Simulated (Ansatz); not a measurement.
`[OH][Mo]([F])([F])([F])=[S]` + HCl → `[OH][Mo]([F])([F])(=[S])[Cl]` + H–F at 400 K and 1 bar (ligand exchange at a Mo–F bond).

Gas-phase electronic energies from Ansatz, PBE0-D4/def2-TZVP geometries. CBS: MP2 limit from def2 TZ/QZ plus the TZ coupled-cluster correction, frozen cores. This one scheme is used for every species. Elements past krypton have def2 core potentials. For Mo outer-core shells are correlated without core-valence functions, which leaves a few kJ/mol of doubt a bond. One conformer a species, not always the lowest.

| species | CCSD(T)/CBS energy (Eh) | H − E (kJ/mol) | S (J/(mol·K)) |
| --- | --- | --- | --- |
| `[OH][Mo]([F])([F])([F])=[S]` | -841.23177 | 93.6 | 406.6 |
| HCl | -460.38127 | 29.6 | 195.4 |
| `[OH][Mo]([F])([F])(=[S])[Cl]` | -1201.21916 | 92.4 | 417.9 |
| H–F | -100.39570 | 36.5 | 182.2 |

H − E and S are ideal-gas, rigid-rotor, harmonic terms from PBE0-D4/def2-TZVP, for one conformer and one mirror image of each species. 1 Eh = 2625.50 kJ/mol, R = 8.31446 J/(mol·K).

Question: By hand: ΔE, ΔH, ΔS and ΔG.

Answer: ΔE = (-1201.21916) + (-100.39570) − (-841.23177) − (-460.38127) = -0.00182 Eh = -4.8 kJ/mol. Δ(H − E) = 92.4 + 36.5 − 93.6 − 29.6 = 5.7, so ΔH = 0.9 kJ/mol. ΔS = 417.9 + 182.2 − 406.6 − 195.4 = -1.9 J/(mol·K). ΔG = 0.9 − 400 × (-1.9)/1000 = 1.7 kJ/mol.

Question: By hand: the equilibrium constant, and the temperature at which ΔG would vanish if ΔH and ΔS stayed fixed.

Answer: log₁₀ K = −ΔG/(RT ln 10) = -0.2. ΔH and −TΔS have one sign here, so there is no such temperature.

TΔS isn't small against ΔH here. The sign of ΔG lies within the doubt. A doubt of 5 kJ/mol in ΔE shifts log₁₀ K by 0.7 here. Other conformers and mirror images would add mixing entropy, several J/(mol·K) or more a flexible species. These are equilibria of isolated gas molecules and say nothing of rates. Largest T1 diagnostic: 0.024 (customary marks: 0.02 for closed shells, 0.045 for open ones).

ΔS is within the doubt of such terms, so its sign, and with it that verdict, could turn.
